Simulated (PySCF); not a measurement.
Compound: C2H8FNSi.
Numbering: `[CH3:1][N:2]([CH3:3])[SiH2:4][F:5]` (hydrogens: H6, H7, H8 on C1; H9, H10, H11 on C3; H12, H13 on Si4)

Method: PySCF 2.14.0, PBE0-D3(BJ)/def2-SVP geometry optimisation, gas phase; density fitting, grid level 1; the optimiser is geomeTRIC in internal coordinates, started from a GFN2-xTB structure with every atom displaced at random (about 0.01 Å).

Step 7: E = -14273.4139 eV
```
atom  x, y, z in Å  |  force x, y, z in eV/Å
C1     -0.7940   -1.3727   -0.3960    0.186  -0.069   0.019
N2     -0.0460   -0.1748   -0.1065   -0.137   0.422   0.072
C3     -0.8701    0.9888    0.1271   -0.144   0.119  -0.162
Si4     1.6554   -0.0100   -0.0556    0.032  -0.065  -0.040
F5      2.3054    0.5755   -1.4359   -0.020  -0.211  -0.034
H6     -1.2992   -1.7776    0.5014   -0.012   0.000   0.016
H7     -1.5801   -1.1689   -1.1454    0.046  -0.036  -0.063
H8     -0.1386   -2.1598   -0.8016   -0.038   0.024   0.061
H9     -1.5751    1.1534   -0.7140    0.045  -0.012   0.105
H10    -1.4682    0.9022    1.0535   -0.039  -0.031   0.009
H11    -0.2635    1.9052    0.2091    0.023  -0.088   0.051
H12     2.1894   -1.3699    0.2178    0.167   0.024  -0.134
H13     2.0602    1.0196    0.9390   -0.109  -0.077   0.100
```

Step 8: E = -14273.4315 eV
```
atom  x, y, z in Å  |  force x, y, z in eV/Å
C1     -0.7849   -1.3777   -0.3533    0.049  -0.056  -0.030
N2     -0.0573   -0.1537   -0.1361    0.025   0.172   0.070
C3     -0.8800    1.0139    0.0791   -0.104   0.001  -0.092
Si4     1.6487   -0.0224   -0.0587    0.009   0.017  -0.048
F5      2.2760    0.7378   -1.3616   -0.039  -0.128   0.020
H6     -1.2996   -1.7298    0.5617   -0.014   0.014   0.002
H7     -1.5587   -1.2440   -1.1316    0.029  -0.023  -0.035
H8     -0.1105   -2.1814   -0.6893   -0.032   0.043   0.049
H9     -1.6003    1.1588   -0.7523    0.082  -0.023   0.075
H10    -1.4650    0.9503    1.0166   -0.013  -0.015   0.006
H11    -0.2661    1.9262    0.1285    0.015  -0.019   0.040
H12     2.1945   -1.4045    0.0112    0.037   0.030  -0.066
H13     2.0787    0.8375    1.0787   -0.045  -0.013   0.009
```

Task: Estimate the geometry and energy of step 9. (The exact step hangs on the optimiser's Hessian estimate; all steps are aligned on step 8, rigid shifts and turns removed.)

Result: E = -14273.4471 eV, largest force 0.136 eV/Å
```
atom  x, y, z in Å  |  force x, y, z in eV/Å
C1     -0.7809   -1.3669   -0.3757    0.026  -0.083  -0.023
N2     -0.0575   -0.1487   -0.1172   -0.011   0.125   0.054
C3     -0.8861    1.0103    0.1151   -0.085   0.021  -0.042
Si4     1.6486   -0.0222   -0.0676    0.049   0.026  -0.080
F5      2.2911    0.6026   -1.4346   -0.032  -0.086   0.038
H6     -1.3161   -1.7355    0.5212   -0.016   0.033  -0.006
H7     -1.5351   -1.2240   -1.1718    0.029  -0.010  -0.023
H8     -0.0988   -2.1647   -0.7069   -0.013   0.012   0.036
H9     -1.5878    1.1858   -0.7249    0.066  -0.026   0.044
H10    -1.4926    0.9124    1.0361   -0.007  -0.015  -0.001
H11    -0.2718    1.9177    0.2143    0.003  -0.004   0.043
H12     2.2090   -1.3887    0.1059    0.004   0.011  -0.036
H13     2.0534    0.9330    0.9991   -0.012  -0.003  -0.003
```

The energy changes by -0.0155 eV. The first-order estimate −F·Δx gives -0.0175 eV and the mean of the old and new forces, exact on a quadratic surface, -0.0155 eV. The step makes an angle of 79° with the force vector and moves no atom by more than 0.154 Å.

What follows is the cost of the whole optimisation. The run took 1.8 min of wall time on one thread of an Arm Neoverse V1, on a shared host, and the process peaked at 0.48 GiB of memory.
